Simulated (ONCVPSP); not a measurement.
# chromium, ONCV: configuration errors across variants

```json
{
  "Element": "chromium",
  "Generator": "ONCVPSP 4.0.1",
  "Type": "optimised norm-conserving Vanderbilt (ONCV)",
  "Functional": "PBE",
  "Relativity": "scalar-relativistic",
  "Frozen core": "[Ne] 3s2",
  "Valence charge": "12",
  "Reference configuration": "3p6 3d5 4s0.5 (charge +0.5)",
  "Partial waves": "4s: rc 2.65 bohr, ncon 3, nbas 7, qcut 2.6 1/bohr, 3 projectors, debl 3.9 Ha; 3p: rc 1.30 bohr, ncon 4, nbas 9, qcut 11.7 1/bohr, 2 projectors, debl 1.3 Ha; 3d: rc 1.10 bohr, ncon 4, nbas 7, qcut 7.3 1/bohr, local",
  "Local potential": "the d channel",
  "Core correction": "Teter function, fcfact 2.5, rcfact 1.65"
}
```

In the p channel the program set the typed energies aside and used -1.792, 0.250 Ha.

All-electron excitation energies from the reference (eV): (1) 3p6 3d5 4s1 -2.707; (2) 3p6 3d5 4s0 4.194; (3) 3p6 3d4 4s0 20.247; (4) 3p6 3d5 4s0 4p1 0.414.

1 further variants failed, have other tests or too few solved ones, and are left out.

A true bound ghost makes a file unfit for plane-wave use even where its test errors are small: the radial tests pick states by their node count and pass the ghost by.

Errors AE − PS in meV (a dash: test not solved or not reliable):

```json
{"change": "base", "(1)": "-2.0", "(2)": "-2.4", "(3)": "+7.6", "(4)": "-0.9", "bound ghosts": "s", "GHOST(+) flags above zero": "s"}
{"change": "p: qcut 7", "(1)": "-2.1", "(2)": "-2.4", "(3)": "+7.4", "(4)": "-0.9", "bound ghosts": "s", "GHOST(+) flags above zero": "s"}
{"change": "p: qcut 8.8", "(1)": "-2.0", "(2)": "-2.4", "(3)": "+7.6", "(4)": "-0.9", "bound ghosts": "s", "GHOST(+) flags above zero": "s"}
{"change": "p: qcut 10.6", "(1)": "-2.0", "(2)": "-2.4", "(3)": "+7.6", "(4)": "-0.9", "bound ghosts": "s", "GHOST(+) flags above zero": "s"}
{"change": "p: qcut 12", "(1)": "-2.0", "(2)": "-2.4", "(3)": "+7.6", "(4)": "-0.9", "bound ghosts": "s", "GHOST(+) flags above zero": "s"}
{"change": "p: qcut 13.9", "(1)": "-2.0", "(2)": "-2.4", "(3)": "+7.6", "(4)": "-0.9", "bound ghosts": "s", "GHOST(+) flags above zero": "s"}
```

Problem. Give the same row for: p: qcut 15.9.

Solution. -2.1, -2.5, +7.4, -0.9; bound ghosts: s; GHOST(+) flags above zero: s.
